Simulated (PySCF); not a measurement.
**Spin states and ions at one geometry of [TaH4]+**

PySCF 2.14.0, RKS r2SCAN, Ta def2-SVP with ECP60, H def2-SVP; non-relativistic Hamiltonian with scalar-relativistic core potentials where named; density fitting; no spin-orbit coupling; singlets restricted, open shells unrestricted. The geometry is relaxed for charge +1, singlet, vacuum:

```xyz
5

Ta   -0.0817    0.0590   -0.7495
H     1.4797   -0.0566   -0.0575
H     0.1040    1.3214    0.3907
H    -1.3127   -0.0890    0.4305
H     0.0563   -1.4805   -0.0143
```

Energies count from the relaxed state; an electron taken off or put on is at rest in vacuum. Charges and spins are Mulliken's.

| state | energy (eV) | spin squared | charge on Ta1 (e) | spin on Ta1 (e) | dipole about the centre of mass (D) |
| --- | --- | --- | --- | --- | --- |
| charge +1, singlet, vacuum | 0.00 | 0.00 | 1.16 | 0.00 | 3.68 |
| charge +1, triplet, vacuum | 2.55 | 2.00 | 1.12 | 1.61 | 2.98 |
| charge +2, doublet, vacuum | 17.38 | 0.77 | 1.61 | 0.52 | 1.17 |

Q: What does the state charge 0, doublet, vacuum give?

A: energy (eV) -7.38, spin squared 0.75, charge on Ta1 (e) 0.60, spin on Ta1 (e) 1.14, dipole about the centre of mass (D) 4.10.

With an electron taken off (doublet) the charges change, summed by element, by Ta +0.45 e, H +0.55 e. The vertical ionisation energy is 17.38 eV, against −ε(HOMO) = 13.81 eV of the relaxed state. The level lies 3.6 eV too high, as is usual for semilocal functionals and global hybrids, which keep a self-interaction error.

With an electron put on (doublet) the charges change, summed by element, by Ta -0.56 e, H -0.44 e. The vertical electron affinity is 7.38 eV, against −ε(LUMO) = 10.25 eV of the relaxed state.

Open shells may have lower solutions than those found.

No frequency check is given that shows the relaxed geometry to be a minimum.
